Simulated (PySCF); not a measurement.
C₂H₇BN₂O, SMILES NB(/N=C/C)O.

Geometry optimised at PBE0-D3(BJ)/def2-SVP. The structure was generated by enumeration; whether it is a known compound was not checked. One conformer was computed; it need not be the lowest.

Calculation: PySCF with PBE/def2-TZVP.

Computed frontier levels, gap, dipole moment and polarisability:
The highest occupied level is -5.55 eV and the lowest empty level comes out as -1.42 eV. The orbital gap is 4.12 eV, the dipole moment comes out as 0.395 e·Å and the quadrupole, principal values (traceless, Buckingham form, about the centre of nuclear charge) is -6.83, -0.93, 7.76 D·Å. The mean static polarisability comes out as 61.7 bohr³ (9.14 Å³). The polarisability, principal values comes out as 47.1, 57.3, 80.6 bohr³.
